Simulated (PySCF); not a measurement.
The dipole of cyclopentadienecarbonitrile, `N#CC1=CC=CC1` from its density and from atomic charges.

Coordinates (PBE0-D3(BJ)/def2-SVP, Å) and charges (e) from the PBE0/pcSseg-1 density (PySCF):

```tsv
atom	x	y	z	Mulliken	IAO	Hirshfeld	ESP-fitted
N1	3.348	-0.089	-0.054	-0.2507	-0.2474	-0.2263	-0.4363
C2	2.192	0.015	-0.068	+0.1488	+0.1311	+0.0655	+0.3085
C3	0.778	0.111	-0.079	-0.3051	-0.0596	+0.0039	-0.0683
C4	0.037	1.236	-0.279	+0.0229	-0.1167	-0.0234	-0.1360
C5	-1.374	0.894	-0.210	-0.0667	-0.1635	-0.0506	-0.1561
C6	-1.500	-0.432	0.031	-0.1465	-0.1339	-0.0302	-0.2232
C7	-0.148	-1.051	0.136	-0.0709	-0.2660	-0.0597	+0.0020
H8	0.439	2.233	-0.462	+0.1002	+0.1694	+0.0668	+0.1773
H9	-2.189	1.607	-0.336	+0.1017	+0.1614	+0.0594	+0.1645
H10	-2.432	-0.987	0.136	+0.1058	+0.1620	+0.0598	+0.1584
H11	0.019	-1.531	1.118	+0.1803	+0.1816	+0.0675	+0.1052
H12	0.011	-1.845	-0.617	+0.1803	+0.1816	+0.0675	+0.1040
```

Q: Form Σ q r in debye for every column and set it beside the full dipole.

A: The full density gives (-4.60, -0.11, 0.04) D, 4.60 D in size; dipole vectors point from the negative to the positive end.

```tsv
scheme	μx	μy	μz	size (D)	share of the full size (%)	angle to the full dipole (°)
Mulliken	-4.12	-1.10	0.22	4.27	93	14
IAO	-3.82	-0.34	0.08	3.83	83	4
Hirshfeld	-3.52	-0.09	0.03	3.52	76	0
ESP-fitted	-4.60	-0.13	0.05	4.61	100	0
```

Q: Which set comes closest?

A: Length of the difference vector: ESP-fitted 0.02 D, IAO 0.82 D, Hirshfeld 1.08 D, Mulliken 1.11 D. Closest: ESP-fitted. ESP charges are fitted to the potential around the molecule, whose slowest-falling term is the dipole's. 

Q: What is left for the Hirshfeld atoms' own dipoles?

A: The Hirshfeld atoms' densities add up to the full density, so μ = Σ q r + Σ (atomic dipoles). The atomic dipoles sum to (-4.60, -0.11, 0.04) − (-3.52, -0.09, 0.03) = (-1.08, -0.02, 0.01) D, 1.08 D in size.

Q: With the origin at the mean of the coordinates, (-0.068, 0.013, -0.057) Å, which are the largest single terms, by size, of the ESP-fitted dipole along the direction of the full one?

A: N1 +7.15, C2 -3.35, H10 +1.82, H9 +1.64, C6 -1.55 D; all 12 atoms together +4.61 D. The single terms depend on the origin, their sum doesn't.

Q: Give the size of the full dipole in other units.

A: 4.60 D = 1.811 au = 0.958 e·Å = 15.36 × 10⁻³⁰ C·m.

Isolated species at its PBE0-D3(BJ)/def2-SVP geometry, gas phase.
